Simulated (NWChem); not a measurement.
Molecule: C₃H₇NSi; SMILES C1=C[SiH2]NC1

```xyz
12

C      0.7841     1.2671     0.0000
C      1.3676     0.0577     0.0000
Si     0.0248    -1.2371     0.0000
N     -1.2129    -0.0222     0.0000
C     -0.7153     1.3310     0.0000
H      1.3431     2.2108     0.0000
H      2.4545    -0.0560     0.0000
H      0.0233    -2.1470     1.1948
H      0.0233    -2.1470    -1.1948
H     -2.2145    -0.1473     0.0000
H     -1.0521     1.9130    -0.8841
H     -1.0521     1.9130     0.8841
```
Atoms are numbered in this order, from 1.

Structure relaxed at the PBE0/def2-SVP level. No frequency run checked for a minimum.

Symmetry labels are those of Cs in the frame above (b1 and b2, or b-type labels, depend on it).

Q: List the 6 lowest vertical singlet excitations from PBE/6-31G* (spherical d), TDA (NWChem).

A: 
| state | energy (eV) | oscillator strength | symmetry | leading excitation (squared amplitude) |
|---|---|---|---|---|
| S1 | 4.52 | 0.036 | a' | HOMO → LUMO (0.98) |
| S2 | 5.29 | 0.004 | a" | HOMO → LUMO+1 (0.99) |
| S3 | 6.40 | 0.002 | a" | HOMO−1 → LUMO+1 (0.77) |
| S4 | 6.43 | 0.000 | a" | HOMO → LUMO+2 (0.78) |
| S5 | 7.00 | 0.003 | a" | HOMO−2 → LUMO (0.97) |
| S6 | 7.17 | 0.013 | a" | HOMO → LUMO+3 (0.98) |
